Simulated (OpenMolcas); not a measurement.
**Fe3+: ligand-field states by method**

Fe3+ with 6 ligands (chloride) in octahedral coordination (Oh) at 2.41 Å. A charge of +0.5 e stands 2.4 Å behind each ligand. Ligand basis ANO-RCC-VDZP.

* Program: OpenMolcas
* Basis: ANO-RCC-VDZP [5s4p2d1f]
* Scalar Hamiltonian: DKH2, point nucleus
* Active space: 5 electrons in 5 orbitals (3d)
* State averaging: 2S+1 = 6 even, 1 root; 2S+1 = 4 even, 24 roots; 2S+1 = 2 even, 75 roots
* Spin-orbit coupling: RASSI with atomic mean-field integrals over the reference wave functions

I. CASSCF
II. SS-CASPT2, IPEA 0.25 Eh, imaginary shift 0.1 Eh (closed shells correlated: 3s 3p and the ligand valence shells)
III. SS-CASPT2, IPEA 0.25 Eh, imaginary shift 0.1 Eh (closed shells correlated: the ligand valence shells only)

Spin-free states (labels of O, the rotations of Oh) in cm-1, each column counted from its own energy of the first state listed:

```
State  Degeneracy      I     II    III
  6A1           1      0      0      0
  4T1           3  27828  16080  17880
  4T2           3  32253  18390  20720
  4A1           1  32821  22980  25150
   4E           2  33216  22390  24640
  2T2           3  39087  16410  19360
  4T2           3  40180  26230  29300
   4E           2  41014  28520  31530
  2T1           3  42711  23640  26650
  2A2           1  43424  23160  26520
  4T1           3  44022  38180  39640
  2T2           3  44878  25450  28670
   2E           2  46363  26930  30190
  2A1           1  46550  29960  33030
  2T2           3  49985  29880  33510
   2E           2  51358  30440  34320
  2T1           3  52279  30280  34400
  4A2           1  52613  34320  37170
  2T2           3  54935  33530  37470
  2T1           3  56748  37000  40460
```

From I to II, I's first state of another spin (4T1) moves from 27828 to 16080 cm-1, by about -12000 cm-1.

χT at 300 K: I 4.39, II 4.38, III 4.38 cm3 K/mol.

Roots that are degenerate in the reference are averaged as groups; the widest CASPT2 spread within a group is 1200 cm-1 (the 2-fold group of multiplicity 2 near 47500 cm-1 above the lowest state of its run, II). Shifts and gaps below about the spread of the groups concerned are not significant. Over all roots computed the reference weight is 0.60 to 0.67 in II, 0.61 to 0.68 in III; the roots of lowest weight are the least certain, and an intruder state may touch them. Ligand-to-metal charge-transfer states are missing. With no ligand orbital active B as a rule stays too high, so bands that hang on it stand too high and its fall with covalency is understated. Without dynamic correlation the repulsion within the d shell is too large (B by tens of per cent), so at a given field states of lower spin stand too high (holds for I). With metal d orbitals alone and no dynamic correlation the field as a rule comes out too small, by tens of per cent, by up to half for chloride and softer ligands (holds for I). These CASPT2 states fit no ligand-field parameters well, so their order and spin gaps are uncertain (holds for II; III). With one d shell and no ligand orbital active, 10Dq can be off by a tenth or more (holds for II; III). No measured value stands beside these numbers; the geometry was imposed, not optimised, and the real ion may take another.
